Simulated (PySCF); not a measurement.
# SiTe and its ions

RHF-MP2; basis Si x2c-SVPall, Te x2c-SVPall; spin-free X2C with a Gaussian nucleus; PySCF 2.14. Neutral (RHF): singlet (closed shell), Re = 2.290 Å, ωe = 492 cm⁻¹, De = 4.40 eV.

SiTe⁺ (ROHF): doublet (π ↑), Re = 2.420 Å, ωe = 416 cm⁻¹, De = 3.11 eV to Si⁺ + Te. The energies at the minima are -7079.74821 hartree for SiTe and -7079.41260 for SiTe⁺.

**Question.** Work out the adiabatic ionisation energy, without and with harmonic zero-point energies (1 hartree = 27.2114 eV, 1 eV = 8065.5 cm⁻¹), and the change of the bond length.

**Answer.** At MP2: 0.33561 hartree = 9.132 eV between the minima; the zero-point term (416.0 − 492.0)/2 cm⁻¹ = -0.005 eV makes it 9.128 eV. Re changes by +13.0 pm against the neutral. The electron leaves a π orbital, and the longer bond of the ion fits a bonding orbital, or a change in how ionic the bond is.

Correlated steps freeze 23 core orbitals. Correlated levels converge slowly with the basis: in double zeta they bind strong bonds too weakly, by up to about 1 eV, and carry superposition errors of some tenths. Spin–orbit coupling is left out, which matters for elements this heavy, above all for dissociation energies. For an ion De counts to the pair picked by the measured ionisation energies or electron affinities, which need not be the lowest pair at this level. Where the molecule has an RHF reference, its open-shell atoms are computed with UHF. States were picked by a PBE0 search and need not be the measured ground states.
